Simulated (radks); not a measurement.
All-electron atom: Mo+ in [Kr] 4d4 7f1 (not the ground configuration). All-electron calculation, Dirac Kohn-Sham, BLYP, spin-unpolarised, spherical densities, point nucleus; open shells fill j = l - 1/2 first. Program: a radial shooting solver on a logarithmic mesh with Libxc functionals.

Normalised radial functions P(r) = r R(r) (large component), r in bohr:

```
   r/bohr * 4d5/2 (the largest magnitude, 0.794, reaches the edge; | marks zero)
 0.002439                             *
 0.002908                             *
 0.003468                             *
 0.004135                             *
 0.004931                             *
  0.00588                             *
 0.007067                             *
 0.008427                             *
  0.01005                             *
  0.01198                             *
  0.01429                             *
  0.01704                             *
  0.02048                             *
  0.02442                             *
  0.02912                             *
  0.03473                             *
  0.04141                             |*
  0.04938                             |*
  0.05888                             | *
  0.07077                             | *
  0.08439                             |  *
   0.1006                             |    *
     0.12                             |     *
   0.1431                             |       *
   0.1706                             |         *
   0.2051                             |           *
   0.2446                             |            *
   0.2916                             |            *
   0.3477                             |          *
   0.4147                             |      *
   0.4945                             | *
   0.5944                        *    |
   0.7087                 *           |
   0.8451           *                 |
    1.008     *                       |
    1.202  *                          |
    1.433  *                          |
    1.722    *                        |
    2.054        *                    |
    2.449            *                |
     2.92                 *           |
    3.482                     *       |
    4.153                         *   |
    4.952                           * |
    5.952                            *|
    7.097                             *
    8.463                             *
    10.09                             *
    12.03                             *
    14.35                             *
    17.25                             *
    20.57                             *
    24.53                             *
    29.25                             *
    34.87                             *
    41.58                             *
    49.99                             *
     59.6                             *
    71.07                             *
    84.75                             *
```

4d5/2 (empty): eigenvalue -19.211 eV, 1 radial node at r = 0.528 bohr, <r> = 1.75 bohr, 90 % of the charge inside 2.77 bohr.
